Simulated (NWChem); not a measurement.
C3H2Cl2; SMILES C=C=C(Cl)Cl

Program: NWChem. Structure relaxed at the PBE-D3(BJ)/def2-SVP level. Ions are spin-unrestricted doublets at the neutral geometry; other ion states weren't tried.

```tsv
level	vertical ionisation energy, ΔSCF (eV)	−ε(HOMO) (eV)	ΔSCF minus −ε(HOMO) (eV)
B3LYP/def2-SVP	___	___	___
PBE/def2-SVP	9.04	5.98	3.06
BHandHLYP/def2-SVP	9.36	8.27	1.09
Hartree-Fock/def2-SVP	8.70	9.94	-1.24
r2SCAN/def2-SVP	9.21	6.31	2.90
```

Task: Some entries are withheld; supply them.

Result: 
- B3LYP/def2-SVP, vertical ionisation energy, ΔSCF (eV): 9.24
- B3LYP/def2-SVP, −ε(HOMO) (eV): 6.93
- B3LYP/def2-SVP, ΔSCF minus −ε(HOMO) (eV): 2.31
